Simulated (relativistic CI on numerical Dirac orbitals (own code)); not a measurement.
# Os³⁺: sensitivity of the levels to the model

Base calculation: Dirac-Coulomb-Breit CI, orbitals from a KLI potential per configuration, model QED (radiative potential, 1s self-energy scaled to tabulated hydrogen-like ionisation energies), valence Slater integrals scaled by 0.85, P86 correlation energy added to each configuration.

CI space (outside the closed core [Kr] 4d10 4f14 5s2): 5p⁶5d⁵, 5p⁶5d⁴6s, 5p⁶5d³6s², 5p⁶5d⁴6p, 5p⁶5d⁴5f, 5p⁶5d⁴5g, 5p⁶5d³6s6p, 5p⁶5d⁴6d, 5p⁶5d⁴7s, 5p⁶5d⁴7p, 5p⁶5d⁴7d, 5p⁵5d⁶, 5p⁶5d³6p², 5p⁶5d⁴6f, 5p⁶5d³6s7s. Levels of other configurations are missing.

Variants: (1) Slater integrals left unscaled; (2) self-excluded LDA correlation estimate; (3) non-relativistic limit; (4) only the first 3 configurations. Shifts of the energy above 5p⁶5d⁵ ⁶S5/2, in cm⁻¹, for the lowest level and the first level of each name with at least 55 % of one term (blank where a level changes its place among those of its configuration and J or its character, or is not in the variant):

| Level | Base | Δ(1) | Δ(2) | Δ(3) | Δ(4) |
| --- | --- | --- | --- | --- | --- |
| 5p⁶5d⁵ ⁶S5/2 | 0.0 | 0.0 | 0.0 | 0.0 | 0.0 |
| 5p⁶5d⁵ ⁴G7/2 | 20628.1 | +3680.4 | -2.0 | +1474.8 | -172.3 |
| 5p⁶5d⁵ ⁴G11/2 | 21638.7 | +3655.0 | -2.2 | +464.1 | -216.5 |
| 5p⁶5d⁵ ⁴G9/2 | 22215.4 | +3532.5 | -1.9 | -112.6 | -192.4 |
| 5p⁶5d⁵ ⁴P1/2 | 23109.7 | +3663.1 | -1.3 | +2368.5 | -66.3 |
| 5p⁶5d⁵ ⁴D7/2 | 26212.6 | +3874.3 | -1.7 | +616.1 | -133.1 |
| 5p⁶5d⁵ ⁴D1/2 | 28819.1 | +3694.6 | -1.6 | -1990.5 | -101.5 |
| 5p⁶5d⁵ ²I11/2 | 30957.2 | +5080.3 | -3.3 | +1012.9 | -339.8 |
| 5p⁶5d⁵ ²I13/2 | 33714.0 | +5096.5 | -3.7 | -1743.9 | -398.0 |
| 5p⁶5d⁵ ²H11/2 | 45216.3 | +5786.1 | -2.0 | -6179.1 | -215.0 |
| 5p⁶5d⁵ ²S1/2 | 45401.2 | +6683.8 | -3.7 | +810.3 | -170.3 |
| 5p⁶5d⁴6s ⁶D1/2 | 48680.6 | +1286.7 | -28.7 | +43095.4 | -473.9 |
| 5p⁶5d⁴6s ⁶D3/2 | 51123.4 | +1096.5 | -28.3 | +40652.6 | -521.0 |
| 5p⁶5d⁵ ²D3/2 | 51351.9 |  | -1.3 |  | +13.3 |

Correlation outside the listed configurations is missing or only estimated: errors of thousands of cm⁻¹ between configurations and terms are usual at this charge. Rates and lifetimes follow the computed energies and can be off by large factors. The fine structure of a lone outer electron comes out too small, for d and f at times inverted, and misplaced configurations move strength between like terms.

Ionisation energy from the two ground configurations alone: base 41.79 eV; Slater integrals left unscaled 42.14 eV; self-excluded LDA correlation estimate 42.06 eV. The NIST ASD value (theoretical) is 41 eV.

LS names give the leading component of a level, which can be under half, so a name can repeat, a term be missing and a line seem to break the LS rules.
